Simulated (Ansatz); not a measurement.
System: SnF2, charge 1, doublet. SnF2+ (parent SMILES [F][Sn][F], doublet).
B3LYP-D3(BJ)/def2-TZVP minimum from Ansatz (a first-principles code):
```xyz
3

Sn     0.0082     0.0004    -0.2587
F      0.7515     1.4232     0.7458
F     -0.7973    -1.4256     0.6915
```
Charge +1, spin multiplicity 2.

Total energies in def2-TZVPP, 17 correlated electrons, 11 frozen orbitals. Radicals and triplets start from unrestricted determinants; spin-orbit coupling is neglected. Cores are frozen in correlated methods (noble-gas shells, and filled d and f shells in the p block). Past Kr the def2 sets carry scalar-relativistic core potentials. Spin-orbit terms, left out, reach several kcal/mol for Br and I, and more for heavier atoms. The spin of F2Sn+ (parent SMILES [F][Sn][F], doublet) was assumed, and the state is the lowest solution found for it.

```json
[
 {"method": "HF", "program": "Ansatz", "energy (Eh)": "-412.03094", "minus CCSDT(Q) (mEh)": "592.08"},
 {"method": "MP2", "program": "Ansatz", "energy (Eh)": "-412.60494", "minus CCSDT(Q) (mEh)": "18.08"},
 {"method": "CCSD", "program": "Ansatz", "energy (Eh)": "-412.60131", "minus CCSDT(Q) (mEh)": "21.72"},
 {"method": "CCSD(T)", "program": "Ansatz", "energy (Eh)": "-412.62109", "minus CCSDT(Q) (mEh)": "1.93"},
 {"method": "CCSDT(Q)", "program": "Ansatz", "energy (Eh)": "-412.62303", "minus CCSDT(Q) (mEh)": "0.00"}
]
```

Rough core times of Ansatz's runs on a shared machine: CCSD(T) 60 s, CCSDT(Q) 70 min.
